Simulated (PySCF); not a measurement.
F₆Mo, charge -1, doublet, geometry from GFN2-xTB (such geometries of metal compounds can be far from the true shape) (the multiplicity is a formal guess) (all electrons, no relativity), with bond 7-1 at 1.6 times its length. Base run: CAMB3LYP/3-21G (PySCF).

PySCF was given this input:
```python
from pyscf import gto, scf, dft

mol = gto.M(
    atom='''
Mo   -0.000000   -0.000000   -0.000000
F     1.140238   -0.481208   -1.451712
F    -1.140238    0.481208    1.451712
F    -1.112596    0.749366   -1.122278
F    -0.930779   -1.655156   -0.182429
F     0.930779    1.655156    0.182429
F     1.780153   -1.198985    1.795644
''',
    basis='3-21g',
    charge=-1,
    spin=1,
    verbose=4,
)

mf = dft.UKS(mol)
mf.xc = 'camb3lyp'
mf.kernel()
mf.analyze()
```

Each row names what was changed in the base input (with any setting that the change needs).

```tsv
change	ΔE vs base (mEh)	outcome
base	0.000	converged
diis_space = 12	0.000	converged
level_shift = 0.3 (with mf.max_cycle = 100)	-	not converged
level_shift = 0.5 (with mf.max_cycle = 100)	-	not converged
solver = newton	-11.882	another SCF solution
DIIS = EDIIS	-	not converged
init_guess = vsap	0.000	converged
conv_tol = 1e-6	0.000	converged
init_guess = mod_huckel	-	not converged
DIIS = ADIIS	-	not converged
init_guess = 1e	-	not converged
conv_tol_grad = 1e-7	-	not converged
```

A guess, shift, damping, solver or small numerical setting can't move a converged solution much, so rows marked as another SCF solution ended in a different state.

Open shells are given as the SCF converged; they aren't shown to be the lowest states, and a large step between rows can be another state.
